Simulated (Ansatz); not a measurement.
`C=CC[SiH3]` + `NCBCl` → `[SiH3]NCBCl` + `C=CC`  (ligand exchange at the Si–C bond)

Calculated with Ansatz (gas phase, PBE0-D4/def2-TZVP geometries, no zero-point term in ΔE). CBS: MP2 limit from def2 TZ/QZ plus the TZ coupled-cluster correction, frozen cores. DFT in def2-TZVPP. B3LYP here is the variant with VWN-RPA as its local correlation; programs differ in this. One conformer a species, not always the lowest.

```
             level  ΔE (kJ/mol)  difference from CCSD(T)/CBS
            PBE-D4        -32.9                          8.8
         r2SCAN-D4        -38.5                          3.2
          B3LYP-D4        -42.6                         -0.9
           ωB97M-V        -41.5                          0.2
               PBE        -32.9                          8.8
            r2SCAN        -38.4                          3.3
              PBE0        -36.0                          5.7
             B3LYP        -42.7                         -1.0
     HF/def2-TZVPP        -52.6                        -10.9
    MP2/def2-TZVPP        -42.5                         -0.8
SCS-MP2/def2-TZVPP        -45.5                         -3.8
CCSD(T)/def2-TZVPP        -42.1                         -0.4
    MP2/def2-QZVPP        -42.4                         -0.7
      HF/CBS(def2)        -53.1                        -11.4
     MP2/CBS(def2)        -42.0                         -0.3
    CCSD/CBS(def2)        -43.3                         -1.6
       CCSD(T)/CBS        -41.7                            0
```

Largest T1 diagnostic among the species: 0.011.

In def2-TZVPP, CCSD(T) changes the Hartree–Fock value by +10.5 kJ/mol (the triples alone add +1.6 kJ/mol) and MP2 by +10.1 kJ/mol. From PBE to PBE0 (25 % exact exchange), in def2-TZVPP and without D4, ΔE moves by −3.1 kJ/mol.
